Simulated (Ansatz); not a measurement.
CH5ClOSSi, SMILES `OC(Cl)[SiH2]S`. The species carries charge 0 and has multiplicity 1.

Cartesian coordinates in Å:
```
O -0.0742 0.9160 1.6014
C -0.4253 0.9659 0.2770
Cl -2.1469 0.3811 0.0039
Si 0.6541 -0.1392 -0.8335
S 0.7377 -2.0260 0.1635
H 0.1391 -0.0017 1.8265
H -0.4528 2.0129 -0.0242
H 0.0980 -0.2181 -2.2029
H 2.0544 0.3523 -0.8420
H -0.5842 -2.2433 0.0302
```

List the harmonic frequencies (cm⁻¹, unscaled) at PBE0-D4/def2-TZVP in Ansatz. (Best estimate.)

Ansatz gave: 75, 124, 191, 280, 334, 426, 500, 527, 560, 572, 666, 715, 792, 863, 930, 1112, 1194, 1249, 1430, 2239, 2261, 2694, 3125, 3722.

Is this a minimum?

Yes, all 24 modes are real.

Give the ideal-gas thermochemistry at 298.15 K and 1 bar (rigid rotor, harmonic oscillator; point group C1, symmetry number 1).

Zero-point energy 159.0 kJ/mol; H(298) − E = 180.5 kJ/mol; entropy 356.4 J/(mol·K), of which translation 169.4, rotation 118.0, vibration 69.0; G(298) − E = 74.3 kJ/mol. Modes under 100 cm⁻¹ are hindered rotations or soft bends, so the harmonic entropy is rough.

And at 400, 500, 600, 800 and 1000 K?


```csv
T (K),H − E (kJ/mol),S (J/mol/K),G − E (kJ/mol)
400,193.2,392.9,36.1
500,207.5,424.6,-4.8
600,223.0,452.9,-48.7
800,257.1,501.8,-144.4
1000,294.0,542.9,-248.9
```
